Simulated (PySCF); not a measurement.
# Electron correlation in Co (cobalt, neutral)

[Ar] 3d7 4s1 4p1, one real determinant (an excited configuration). Computed with PySCF 2.14 in x2c-TZVPPall with one added diffuse shell each of s, p, d, f type (7s6p5d3f1g, 80 functions), with the spin-free X2C one-electron Hamiltonian (Gaussian nucleus). Frozen: [Ne]; 17 electrons correlated.

MP2 pair energies summed by pair of shells (mhartree):

```csv
pair,energy,share (%)
3p-3d,-197.67,36.2
3d-3d,-185.53,33.9
3p-3p,-58.58,10.7
3s-3d,-36.86,6.7
3s-3p,-27.79,5.1
3d-4s,-16.90,3.1
3d-4p,-8.47,1.5
3p-4s,-5.77,1.1
3s-3s,-4.03,0.7
3p-4p,-2.21,0.4
4s-4p,-2.16,0.4
3s-4s,-0.52,0.1
3s-4p,-0.22,0.0
```

Total MP2 correlation energy: -546.71 mhartree.

Same-spin part -188.41 and opposite-spin part -358.29 mhartree; SCS-MP2 scales them by 1/3 and 6/5 to -492.76 mhartree.

The reference is one real determinant that mixes LS terms of this configuration.

This basis was not built for core-valence correlation, so the inner-shell part is incomplete.
